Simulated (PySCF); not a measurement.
Exercise with solution: chemical shift, span and skew from a shielding tensor

B(Cl)(Br)(vinyl) (C₂H₃BBrCl), SMILES ClB(Br)C=C. Atoms are numbered in the order given.

```xyz
8

B     -0.1663     0.5994     0.0000
Cl     0.9836     1.9210     0.0000
Br     0.5153    -1.1922     0.0000
C     -1.6807     0.8949     0.0000
C     -2.6307    -0.0535     0.0000
H     -1.9911     1.9466     0.0000
H     -3.6975     0.1926     0.0000
H     -2.3687    -1.1170     0.0000
```
Charge 0, spin multiplicity 1.

Geometry optimised at PBE0-D3(BJ)/def2-SVP. This is a generated structure with no PubChem entry under its InChIKey; it may be hypothetical. The values are those of a single conformer.

GIAO shieldings from PBE0/pcSseg-1 (PySCF), non-relativistic, no solvent. The symmetric part of the tensor of C4 has the principal values -74.9, 32.5, 159.4 ppm. The same nucleus in TMS has σ = 186.3 ppm at this level (PySCF, at its B3LYP-D3(BJ)/def2-TZVP geometry). Without spin–orbit terms, shifts of atoms bonded to Cl or Br come out too high.

Work out the isotropic shielding, the ¹³C shift against TMS, the span and the skew.


σ(iso) = (σ11 + σ22 + σ33)/3 = 39.0 ppm. δ = σ(ref) − σ(iso) = 186.3 − (39.0) = 147.3 ppm.
Span Ω = σ33 − σ11 = 234.3 ppm. Skew κ = 3(σ(iso) − σ22)/Ω = 0.08. Tumbling in solution averages the tensor to δ; in a static solid the shielding alone would spread this spin-1/2 line over Ω.
